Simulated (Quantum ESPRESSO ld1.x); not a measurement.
Task: The mean radii <r> (bohr) of the occupied orbitals of an atom or ion are listed with their occupations. Calculated with ld1.x of Quantum ESPRESSO 7.5: scalar-relativistic Kohn-Sham, LDA (Slater exchange, Perdew-Zunger correlation), spin-polarised, spherical densities, point nucleus.

orbital  occ.      <r>
1s          2  0.03613
2s          2   0.1582
2p          6   0.1378
3s          2   0.4440
3p          6   0.4464
3d         10   0.4331
4s          2    1.145
4p          6    1.272
4d          2    1.713

Name the element and its charge.

Result: Z = 41, niobium, charge +3: Nb3+ in [Kr] 4d(up 1, down 1). The 1s radius gives Z: for a bare nucleus <r> = (2 gamma + 1)/(2Z) with gamma = sqrt(1 - (Z/c)^2), 0.03547 bohr for Z = 41, and screening makes it slightly larger (0.03613 here). The occupations add up to 38, and the charge is Z minus that.
